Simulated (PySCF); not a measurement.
Two species compared at the same levels of theory.

First species: C₆H₅N.
InChI=1S/C6H5N/c1-2-3-4-5-6-7/h4-5H,1H3/b5-4+

Second species: C4H8N2.
SMILES: `[H]/N=C(C)\C=N\C`

Levels: wB97X-D/def2-SVPD for dipole moment, HOMO energy, LUMO energy, HOMO–LUMO gap, static isotropic polarisability and electronic spatial extent ⟨r²⟩ about the centre of nuclear charge; TDDFT wB97X-D/def2-SVPD for lowest singlet excitation; TDA wB97X-D/def2-SVPD for lowest triplet excitation (Tamm–Dancoff); GFN2-xTB for rotational constant A and rotational constant C. Geometries: GFN2-xTB. All species are isolated and taken at one optimised geometry, non-relativistic unless stated; the electronic structure was computed with PySCF and density fitting.

The conformers computed, where there is a choice (atom-mapped SMILES and torsion angles):
- `[H]/[N:6]=[C:4](\[CH:3]=[N:2]\[CH3:1])[CH3:5]`: N2–C3–C4–C5 0°

Values for the first species:

* Dipole moment: 5.61 D
* HOMO energy: -9.08 eV
* LUMO energy: -0.46 eV
* HOMO–LUMO gap: 8.62 eV
* Lowest singlet excitation: 4.76 eV
* Lowest triplet excitation (Tamm–Dancoff): 2.96 eV
* Static isotropic polarisability: 85.6 au
* Electronic spatial extent ⟨r²⟩ about the centre of nuclear charge: 1271 bohr²
* Rotational constant A: 32.721 GHz
* Rotational constant C: 0.845 GHz

Task: Estimate the same properties for the second species, and the change in each.

Result: 
| property | first | second | second less first |
| --- | --- | --- | --- |
| dipole moment | 5.61 D | 2.80 D | -2.81 D |
| HOMO energy | -9.08 eV | -9.26 eV | -0.18 eV |
| LUMO energy | -0.46 eV | 0.25 eV | +0.71 eV |
| HOMO–LUMO gap | 8.62 eV | 9.51 eV | +0.89 eV |
| lowest singlet excitation | 4.76 eV | 4.23 eV | -0.53 eV |
| lowest triplet excitation (Tamm–Dancoff) | 2.96 eV | 3.56 eV | +0.60 eV |
| static isotropic polarisability | 85.6 au | 67.4 au | -18.2 au |
| electronic spatial extent ⟨r²⟩ about the centre of nuclear charge | 1271 bohr² | 719 bohr² | -552 bohr² |
| rotational constant A | 32.721 GHz | 8.575 GHz | -24.146 GHz |
| rotational constant C | 0.845 GHz | 1.712 GHz | +0.867 GHz |

On the first: The dipole equals about 18.7 × 10⁻³⁰ C·m (1 D = 3.33564 × 10⁻³⁰ C·m). The vertical singlet–triplet gap S1 − T1 is 1.80 eV (TDDFT singlet less Tamm–Dancoff triplet; S1: HOMO−1→LUMO, weight 0.96; T1: HOMO→LUMO, weight 0.94).

On the second: The vertical singlet–triplet gap S1 − T1 is 0.67 eV (TDDFT singlet less Tamm–Dancoff triplet; S1: HOMO→LUMO, weight 0.95; T1: HOMO→LUMO, weight 0.92). The dipole matches unit charges of opposite sign 0.58 Å apart (1 e·Å = 4.8032 D).
